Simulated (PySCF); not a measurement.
```xyz
19

B      3.3054    -0.4939    -0.3769
C      1.7859    -0.3465    -0.1994
C      1.1608     0.9244    -0.1910
C     -0.2158     1.1171    -0.0334
B     -0.7879     2.5440    -0.0403
C     -1.0184    -0.0531     0.1272
C     -2.4329    -0.1629     0.3059
C     -2.8471    -1.4571     0.4256
S     -1.5664    -2.6069     0.3305
C     -0.4030    -1.3318     0.1204
C      0.9705    -1.4807    -0.0393
H      3.8125    -1.5930    -0.3802
H      4.0022     0.4851    -0.5141
H      1.7935     1.8078    -0.3154
H     -0.0352     3.4797    -0.1820
H     -1.9699     2.7616     0.0917
H     -3.1089     0.6903     0.3430
H     -3.8692    -1.8082     0.5692
H      1.4239    -2.4757    -0.0417
```

Charge 0, multiplicity 1.

Question: Give the Mulliken and meta-Löwdin atomic charges from PBE0-D4/def2-TZVP // PBE0-D4/def2-SVP (PySCF).

Answer: 
```csv
atom,Mulliken (e),meta-Löwdin (e)
B1,-0.08,-0.04
C2,0.10,-0.11
C3,-0.21,-0.04
C4,-0.02,-0.11
B5,-0.05,-0.04
C6,0.20,0.04
C7,-0.28,-0.15
C8,-0.10,-0.23
S9,0.06,0.27
C10,0.01,-0.12
C11,-0.23,-0.06
H12,0.00,0.01
H13,0.01,0.01
H14,0.13,0.13
H15,0.01,0.01
H16,-0.01,0.00
H17,0.15,0.14
H18,0.16,0.15
H19,0.13,0.13
```
